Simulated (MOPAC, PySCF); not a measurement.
CH$_{2}$B$_{2}$O, SMILES `C(=BO)=B` (C–B–O–H torsion 180°), neutral singlet in the gas phase. 

Cartesian coordinates (Å):
```xyz
6

B      1.8602    -0.0151     0.0056
C      0.5159     0.0577     0.0428
B     -0.8491     0.1218     0.0956
O     -2.1615     0.2151     0.1000
H      3.0304    -0.0788    -0.0259
H     -2.6467    -0.2270     0.8044
```
Charge 0, spin multiplicity 1.

All levels are single points at this geometry (r2SCAN-D4/def2-TZVP); Pople sets use spherical d functions. Orbital energies aren't observables, and empty levels follow the basis.

BP86/6-31G* in PySCF gives gap (eV) = 3.90.

Q: Estimate the gap (eV) from each of these levels: PBE-D3(BJ)/def2-TZVP in PySCF; r2SCAN-D4/def2-TZVP in PySCF; B3LYP/3-21G in PySCF; B3LYP/6-311+G** in PySCF; PBE/6-31G* in PySCF; SVWN5/6-31G* in PySCF; HF/3-21G in PySCF; HF/STO-3G in PySCF; AM1 in MOPAC; PM3 in MOPAC; PM6 in MOPAC; PM7 in MOPAC.

A: 
```tsv
level	gap (eV)
PBE-D3(BJ)/def2-TZVP in PySCF	3.90
r2SCAN-D4/def2-TZVP in PySCF	4.37
B3LYP/3-21G in PySCF	5.44
B3LYP/6-311+G** in PySCF	5.37
PBE/6-31G* in PySCF	3.89
SVWN5/6-31G* in PySCF	3.85
HF/3-21G in PySCF	11.68
HF/STO-3G in PySCF	12.79
AM1 in MOPAC	9.89
PM3 in MOPAC	9.89
PM6 in MOPAC	9.25
PM7 in MOPAC	7.89
```
